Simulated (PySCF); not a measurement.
**C⁻ (carbon, charge -1) across methods**

[He] 2s2 2p3, high-spin 4S determinant. All numbers are calculated (PySCF 2.14, the non-relativistic Hamiltonian (point nucleus), in aug-cc-pVDZ (4s3p2d, 23 functions)).

| method | E (hartree) | mean ε 2s α (eV) | mean ε 2s β (eV) | mean ε 2p α (eV) | Σ⟨r²⟩ (bohr²) | ⟨S²⟩ |
| --- | --- | --- | --- | --- | --- | --- |
| UHF | -37.70495 | -14.331 | -5.852 | -2.110 | 26.12 | 3.757 |
| PBE0 | -37.8528 | -8.221 | -4.021 | 0.950 | 28.35 | 3.753 |
| TPSSh | -37.9084 | -7.329 | -3.299 | 1.585 | 28.40 | 3.755 |
| r2SCAN | -37.8827 | -7.061 | -2.769 | 1.768 | 28.52 | 3.755 |
| wB97X-V | -37.8860 | -10.892 | -6.699 | -1.185 | 28.03 | 3.752 |
| revPBE | -37.8964 | -6.120 | -2.957 | 2.044 | 29.64 | 3.753 |
| wB97M-V | -37.8902 | -10.515 | -6.858 | -1.129 | 28.74 | 3.751 |
| LDA | -37.5261 | -6.011 | -3.014 | 1.863 | 30.10 | 3.754 |

**Question.** Estimate the same row for PBE.

**Answer.** E (hartree) = -37.8489; mean ε 2s α (eV) = -6.121; mean ε 2s β (eV) = -2.988; mean ε 2p α (eV) = 1.989; Σ⟨r²⟩ (bohr²) = 29.82; ⟨S²⟩ = 3.753.

The highest occupied level is positive at PBE0, TPSSh, r2SCAN, PBE, revPBE, LDA: only the finite basis holds that electron, which in a density functional comes from self-interaction.
